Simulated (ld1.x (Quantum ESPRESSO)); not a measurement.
# H, ultrasoft: configuration errors across variants

```json
{"Element": "H", "Generator": "ld1.x (Quantum ESPRESSO) 7.5", "Type": "ultrasoft", "Functional": "LDA (PZ)", "Relativity": "scalar-relativistic", "Frozen core": "none", "Valence charge": "1", "Reference configuration": "1s1", "Partial waves": "1s (bound): rcut 0.75, rcutus 0.80 bohr; 1s channel at 1.45 Ry: rcut 0.75, rcutus 0.80 bohr; 2p channel at 0.35 Ry: rcut 0.60, rcutus 0.75 bohr; 2p channel at 1.4 Ry: rcut 0.60, rcutus 0.75 bohr", "Local potential": "all-electron potential smoothed inside 0.65 bohr (lloc = -1)", "Core correction": "none", "Augmentation charge": "PSQ, inside the norm-conserving radii"}
```

All-electron excitation energies from the reference (eV): (1) 1s0.5 4.645; (2) 1s1 spin -0.897; (3) 1s0.5 spin 4.258.

Spin tests fill each open shell by Hund’s rule, majority spin first.

Errors AE − PS in meV (a dash: test not solved or not reliable):

| change | (1) | (2) | (3) | bound ghosts |
| --- | --- | --- | --- | --- |
| base | -0.1 | +0.1 | 0.0 | none |
| all radii scaled by about 0.75 (s 0.60, p 0.56 bohr, rcut 0.56/0.46); local potential all-electron potential smoothed inside 0.50 bohr (lloc = -1) | -0.1 | +0.1 | 0.0 | none |
| all radii scaled by about 0.83 (s 0.66, p 0.62 bohr, rcut 0.62/0.50); local potential all-electron potential smoothed inside 0.54 bohr (lloc = -1) | -0.1 | +0.1 | 0.0 | none |
| all radii scaled by about 0.90 (s 0.72, p 0.68 bohr, rcut 0.68/0.54); local potential all-electron potential smoothed inside 0.58 bohr (lloc = -1) | -0.1 | +0.1 | 0.0 | none |
| all radii scaled by about 1.03 (s 0.82, p 0.78 bohr, rcut 0.78/0.62); local potential all-electron potential smoothed inside 0.66 bohr (lloc = -1) | -0.1 | +0.2 | 0.0 | none |
| all radii scaled by about 1.10 (s 0.88, p 0.82 bohr, rcut 0.82/0.66); local potential all-electron potential smoothed inside 0.72 bohr (lloc = -1) | -0.1 | 0.0 | -0.1 | none |
| all radii scaled by about 1.16 (s 0.92, p 0.88 bohr, rcut 0.88/0.70); local potential all-electron potential smoothed inside 0.76 bohr (lloc = -1) | -0.1 | +0.1 | -0.1 | none |
| all radii scaled by about 1.25 (s 1.00, p 0.94 bohr, rcut 0.94/0.74); local potential all-electron potential smoothed inside 0.80 bohr (lloc = -1) | -0.1 | -0.1 | -0.2 | none |
| all radii scaled by about 1.38 (s 1.10, p 1.04 bohr, rcut 1.04/0.82); local potential all-electron potential smoothed inside 0.90 bohr (lloc = -1) | -0.1 | -0.4 | -0.4 | none |

Problem. Give the same row for: all radii scaled by about 1.33 (s 1.06, p 1.00 bohr, rcut 1.00/0.80); local potential all-electron potential smoothed inside 0.86 bohr (lloc = -1).

Solution. -0.1, -0.2, -0.3; bound ghosts: none.
